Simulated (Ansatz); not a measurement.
A first, cheap relaxation of C2H8BGeN (`B[N]([GeH3])C=C`).

```yaml
crystal:
  periodic: [false, false, false]
  atoms:
    - {symbol: B, position_ang: [-0.456200, 0.405000, 1.913200]}
    - {symbol: N, position_ang: [-0.138200, 0.126300, 0.455900]}
    - {symbol: Ge, position_ang: [0.381600, -1.621800, 0.061100]}
    - {symbol: C, position_ang: [-0.147000, 1.179900, -0.539200]}
    - {symbol: C, position_ang: [0.084100, 0.972600, -1.837900]}
    - {symbol: H, position_ang: [-0.858000, 1.552800, 2.201500]}
    - {symbol: H, position_ang: [-0.416100, -0.382000, 2.740100]}
    - {symbol: H, position_ang: [-0.507900, -2.229200, -0.976200]}
    - {symbol: H, position_ang: [0.397800, -2.466300, 1.407100]}
    - {symbol: H, position_ang: [1.856200, -1.595800, -0.475200]}
    - {symbol: H, position_ang: [-0.557500, 2.160000, -0.216800]}
    - {symbol: H, position_ang: [0.434300, 0.034000, -2.185800]}
    - {symbol: H, position_ang: [-0.052700, 1.829800, -2.533100]}
basis:
  gaussian: {orbitals: def2-SVP}
hamiltonian: {xc: pbe, dispersion: d4}
relax: {f_tol: 0.03, max_steps: 200}
```

```sh
$ ansatz run in.yaml --threads 2 --pin off --events-out ev --progress --plain --max-ram 32768MiB --backend cpu
```

Output, abridged:

```
Functional definition: PBE
  name "PBE"
  cite "Perdew, Burke & Ernzerhof, Phys. Rev. Lett. 77, 3865 (1996) doi:10.1103/PhysRevLett.77.3865"
  parent pbe
  parameter kappa = 0.804
  parameter beta = 0.06672455060314922
  exchange = pbe_x(kappa = kappa, mu = beta*pi^2/3)
  correlation = pbe_c(beta = beta)
mean field -60863.37952570 eV, -2236.6879428892 hartree, gradient 1.4e-5 eV, S^2 0.000000; 0 other end points of the search recorded, 0 dependent functions left out
the calculation of the forces begins
relax step   1: F+E_penalty+E_count = -60863.66833090 eV  Δ(F+E_penalty+E_count) = +0.000e0 eV  max|allowed force component| = 3.775e0 eV/Å  Δτ_max = 0.0000 Å  (30 SCF iters, accepted)
these checks for a lower state are left out or cut short: starts, cluster_reference, orbital_swaps, neighbouring_geometries, increment
mean field -60863.69974155 eV, -2236.6997106046 hartree, gradient 2.2e-5 eV, S^2 0.000000; 0 other end points of the search recorded, 0 dependent functions left out
the calculation of the forces begins
relax step   2: F+E_penalty+E_count = -60863.99094700 eV  Δ(F+E_penalty+E_count) = -3.226e-1 eV  max|allowed force component| = 1.408e0 eV/Å  Δτ_max = 0.1783 Å  (37 SCF iters, accepted)
these checks for a lower state are left out or cut short: starts, cluster_reference, orbital_swaps, neighbouring_geometries, increment
mean field -60863.52137096 eV, -2236.6931556062 hartree, gradient 2.2e-5 eV, S^2 0.000000; 0 other end points of the search recorded, 0 dependent functions left out
the calculation of the forces begins
relax step   3: F+E_penalty+E_count = -60863.81193617 eV  Δ(F+E_penalty+E_count) = +1.790e-1 eV  max|allowed force component| = 4.144e0 eV/Å  Δτ_max = 0.1753 Å  (37 SCF iters, rejected (line search))
these checks for a lower state are left out or cut short: starts, cluster_reference, orbital_swaps, neighbouring_geometries, increment
mean field -60863.85477422 eV, -2236.7054079500 hartree, gradient 2.5e-5 eV, S^2 0.000000; 0 other end points of the search recorded, 0 dependent functions left out
the calculation of the forces begins
relax step   4: F+E_penalty+E_count = -60864.14643292 eV  Δ(F+E_penalty+E_count) = -1.555e-1 eV  max|allowed force component| = 4.035e-1 eV/Å  Δτ_max = 0.0875 Å  (30 SCF iters, accepted)
these checks for a lower state are left out or cut short: starts, cluster_reference, orbital_swaps, neighbouring_geometries, increment
mean field -60863.84355498 eV, -2236.7049956505 hartree, gradient 2.1e-5 eV, S^2 0.000000; 0 other end points of the search recorded, 0 dependent functions left out
the calculation of the forces begins
relax step   5: F+E_penalty+E_count = -60864.13640964 eV  Δ(F+E_penalty+E_count) = +1.002e-2 eV  max|allowed force component| = 3.901e-1 eV/Å  Δτ_max = 0.1000 Å  (30 SCF iters, rejected (line search))
these checks for a lower state are left out or cut short: starts, cluster_reference, orbital_swaps, neighbouring_geometries, increment
mean field -60863.86378223 eV, -2236.7057389884 hartree, gradient 2.1e-5 eV, S^2 0.000000; 0 other end points of the search recorded, 0 dependent functions left out
the calculation of the forces begins
relax step   6: F+E_penalty+E_count = -60864.15637253 eV  Δ(F+E_penalty+E_count) = -9.940e-3 eV  max|allowed force component| = 7.345e-2 eV/Å  Δτ_max = 0.0325 Å  (31 SCF iters, accepted)
these checks for a lower state are left out or cut short: starts, cluster_reference, orbital_swaps, neighbouring_geometries, increment
mean field -60863.86435196 eV, -2236.7057599254 hartree, gradient 2.1e-5 eV, S^2 0.000000; 0 other end points of the search recorded, 0 dependent functions left out
the calculation of the forces begins
relax step   7: F+E_penalty+E_count = -60864.15684554 eV  Δ(F+E_penalty+E_count) = -4.730e-4 eV  max|allowed force component| = 1.005e-2 eV/Å  Δτ_max = 0.0105 Å  (32 SCF iters, accepted)
mean field -60863.86435196 eV, -2236.7057599254 hartree, gradient 2.4e-5 eV, S^2 0.000000; 1 other end points of the search recorded, 0 dependent functions left out
the calculation of the forces begins
Total energy: -60864.15688607 eV, -2236.7165103558 hartree
Atom 0 at    -0.480032     0.454334     1.861660 Å, force    -0.002845    -0.001148     0.008191 eV/Å
Atom 1 at    -0.140076     0.145031     0.521892 Å, force    -0.002352    -0.001354     0.009698 eV/Å
Atom 2 at     0.427047    -1.614293     0.066785 Å, force     0.001658     0.000836    -0.006886 eV/Å
Atom 3 at    -0.208444     1.115701    -0.495395 Å, force     0.004829    -0.006928    -0.010054 eV/Å
Atom 4 at     0.090479     0.943187    -1.799529 Å, force    -0.001221     0.007785     0.003073 eV/Å
Atom 5 at    -0.838382     1.588767     2.125893 Å, force     0.001577    -0.005807    -0.000410 eV/Å
Atom 6 at    -0.407908    -0.410810     2.712789 Å, force    -0.002829     0.009326     0.002336 eV/Å
Atom 7 at    -0.548578    -2.179917    -0.995580 Å, force    -0.000312     0.000939    -0.001587 eV/Å
Atom 8 at     0.386112    -2.422136     1.377901 Å, force    -0.000026     0.001588     0.001101 eV/Å
Atom 9 at     1.859050    -1.525852    -0.517915 Å, force     0.000553    -0.000358    -0.002890 eV/Å
Atom 10 at    -0.547549     2.100401    -0.128747 Å, force     0.001333    -0.001882    -0.001949 eV/Å
Atom 11 at     0.432795    -0.016112    -2.218370 Å, force    -0.000105     0.002375    -0.001721 eV/Å
Atom 12 at    -0.004113     1.787001    -2.496684 Å, force    -0.000262    -0.005372     0.001098 eV/Å
Dipole moment:     0.093204    -0.180039    -0.230582 e Å
```

Hardware: 2 threads of an AMD EPYC 7R13 on a shared host. Wall time 18 s, peak host memory 0.19 GiB.
